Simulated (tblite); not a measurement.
Compound: C7H11O (doublet state).
Geometry (GFN2-xTB, Å), atoms numbered from 1 in this order:
```xyz
19
C7H11O angstrom
C     -3.1014    0.4557    0.7730
C     -2.1268   -0.3748    0.5854
C     -1.1305   -1.1841    0.3903
C     -0.0602   -1.0047   -0.6759
O      0.9685   -1.8252   -0.5763
C      0.3714    0.4981   -0.8124
C      1.1003    0.9245    0.4591
C      2.3527    0.0968    0.6717
H     -3.0155    1.2875    1.4546
H     -4.0504    0.3437    0.2731
H     -1.0101   -2.0719    0.9958
H     -0.5632   -1.2033   -1.6540
H     -0.5165    1.1068   -0.9807
H      1.0420    0.5819   -1.6684
H      0.4265    0.8184    1.3116
H      1.3590    1.9836    0.3611
H      3.1589    0.4114    0.0139
H      2.6921    0.1125    1.7031
H      2.0935   -0.9477    0.3977
```

Level: GFN2-xTB in tblite, geometry and Hessian alike; calculated harmonic values, unscaled, isolated species. This tight-binding method is rough: wavenumbers can miss measured ones by several per cent, in bad cases by 10 to 20. One conformer, not necessarily the lowest. Open shells enter through the occupations alone, without spin polarisation, and single modes of such species can be off by tens of per cent.

Harmonic wavenumbers (cm⁻¹): 27.9, 90.2, 126.9, 201.6, 231.4, 298.1, 302.6, 340.3, 393.1, 409.0, 475.3, 527.6, 628.9, 771.7, 826.4, 837.6, 856.2, 900.0, 920.4, 959.6, 985.5, 1025.4, 1040.4, 1077.5, 1128.2, 1132.5, 1171.6, 1197.3, 1201.2, 1233.8, 1287.7, 1297.8, 1324.2, 1397.4, 1426.6, 1431.0, 1450.2, 1455.8, 1474.4, 2066.7, 2607.9, 2694.2, 2934.5, 2984.2, 2997.3, 2999.2, 3040.4, 3048.5, 3054.0, 3069.4, 3076.1.

A = 3298, B = 1340, C = 1118 MHz; mass 111.081 u (most abundant isotopes); point group C1, symmetry number 1; spin multiplicity 2.

Q: What is the zero-point energy?

A: ½Σν̃ = 34218 cm⁻¹ = 97.83 kcal/mol.

Q: Give the ideal-gas entropy at 298.15 K and 1 bar in the rigid-rotor, harmonic-oscillator model (classical rotation).

A: Translation 40.06, rotation 28.57, vibration 26.21, spin (R ln 2) 1.38: S = 96.2 cal/(mol K).

Q: And Cp and H(298.15 K) − H(0)?

A: Cp = 36.36 cal/(mol K), of which vibrations give 28.41 (their classical limit is 51 R = 101.3); H(298.15 K) − H(0) = 6.49 kcal/mol without the zero-point energy, 4.12 from vibrations.

Q: Blend soft modes into free rotors: weight 1/[1 + (100 cm⁻¹/ν̃)⁴] for the oscillator and the rest for a rotor with moment μB/(μ + B), μ = h/(8π²ν), B = 10⁻⁴⁴ kg m². What vibrational entropy results?

A: 23.87 cal/(mol K) in place of 26.21, which changes −T·S at 298.15 K by +0.70 kcal/mol.

Q: How do the functions run with temperature in this model?

A: 
| T (K) | S (cal/(mol K)) | Cp (cal/(mol K)) | H − H(0) (kcal/mol) | G − H(0) (kcal/mol) | ln q(vib) |
| --- | --- | --- | --- | --- | --- |
| 150 | 76.9 | 21.9 | 2.20 | -9.33 | 2.84 |
| 250 | 90.3 | 31.5 | 4.86 | -17.71 | 5.12 |
| 400 | 108.3 | 46.5 | 10.71 | -32.62 | 8.63 |
| 600 | 130.4 | 62.3 | 21.69 | -56.53 | 13.39 |
| 900 | 158.8 | 77.6 | 42.87 | -100.03 | 20.29 |

q(vib) and H(0) count from the zero-point level.

Q: What must be added to the electronic energy to get the Gibbs energy at 298.15 K and 1 bar?

A: ZPE + [H(298.15 K) − H(0)] − T·S = 97.83 + 6.49 − 28.68 = 75.64 kcal/mol.

Hindered rotation and anharmonicity are outside this model. Other conformers, if any are populated, would add a mixing term that is left out. The structure is chiral; the term R ln 2 for an equal mix with its mirror image is left out.
